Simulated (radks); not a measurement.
Results of a calculation; reference values are marked as such.
Q: Spherical quantum dot in the effective-mass picture: electrons in a parabolic well V = omega^2 r^2 / 2 with omega = 0.596, all in effective atomic units (hartree* = m*/eps^2 hartree, bohr* = eps/m* bohr), one dielectric constant everywhere. Level of theory: non-relativistic Kohn-Sham, PBE, spin-polarised, spherical densities (a radial shooting solver with Libxc functionals). Levels are named by radial order and angular momentum (1s, 1p, 1d, 2s, ...), and open shells are averaged over m. Results are scaled to m* = 0.446 and eps = 12.5, for which hartree* = 77.67 meV and bohr* = 1.483 nm. At N = 7 the configuration is 1s2 1p(up 3, down 2). Does electron 8 go into 1p down or 1d up or 1d down?

A: Into 1p down. The total energies of the other choices lie higher by 28.3 meV (1d up), 30.0 meV (1d down).
